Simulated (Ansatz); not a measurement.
One change: `C[SiH](F)N[SiH2]F` becomes `F[SiH2]N[SiH](F)F`.

Ansatz, PBE0-D4/def2-TZVP geometries, multiplicity 1. Each molecule was computed in one conformer, which needn't be the lowest.

```tsv
property	`C[SiH](F)N[SiH2]F`
HOMO–LUMO gap (PBE0/def2-TZVPP) / eV	9.02
HOMO energy (PBE0/def2-TZVPP) / eV	-8.56
LUMO energy (B3LYP/def2-TZVPP) / eV	0.19
size of the dipole moment (B3LYP/def2-TZVPP) / D	1.64
HOMO energy (B3LYP/def2-TZVPP) / eV	-8.29
HOMO energy (ωB97M-V/def2-TZVPP) / eV	-10.92
```

(1) What does the change do to each property? (Estimate.)

Answers

(1) Computed: 
```
                                        property  `F[SiH2]N[SiH](F)F`  shift
            HOMO–LUMO gap (PBE0/def2-TZVPP) / eV                 9.35   0.33
              HOMO energy (PBE0/def2-TZVPP) / eV                -9.07  -0.51
             LUMO energy (B3LYP/def2-TZVPP) / eV                 0.02  -0.17
size of the dipole moment (B3LYP/def2-TZVPP) / D                 1.49  -0.15
             HOMO energy (B3LYP/def2-TZVPP) / eV                -8.79  -0.50
           HOMO energy (ωB97M-V/def2-TZVPP) / eV               -11.46  -0.54
```

With PBE0 the HOMO falls by 0.51 eV and the LUMO falls by 0.18 eV, so the gap widens by about 0.33 eV. PBE moves the HOMO by -0.45 eV and ωB97M-V by -0.54 eV. The zero-point energy changes by -88.2 kJ/mol with -9 modes. Dipoles are sizes alone; their direction can turn.

B3LYP here is the variant with VWN-RPA as its local correlation; programs differ in this.
